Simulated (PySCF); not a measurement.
# Radial density of B⁺ (boron, charge +1)

HSE06, [He] 2s2, closed-shell 1S. Calculation: PySCF 2.14, in dyall-av3z; the non-relativistic Hamiltonian (point nucleus).

```
r (bohr)  4πr²ρ (e/bohr)
 0.00429         0.01616
 0.00721         0.04440
  0.0121          0.1196
  0.0204          0.3114
  0.0343          0.7666
  0.0577           1.718
  0.0971           3.292
   0.163           4.873
   0.275           4.721
   0.462           2.320
   0.777          0.8000
    1.31           1.198
    2.20          0.7332
    3.70         0.07376
    6.22       0.0004843
```
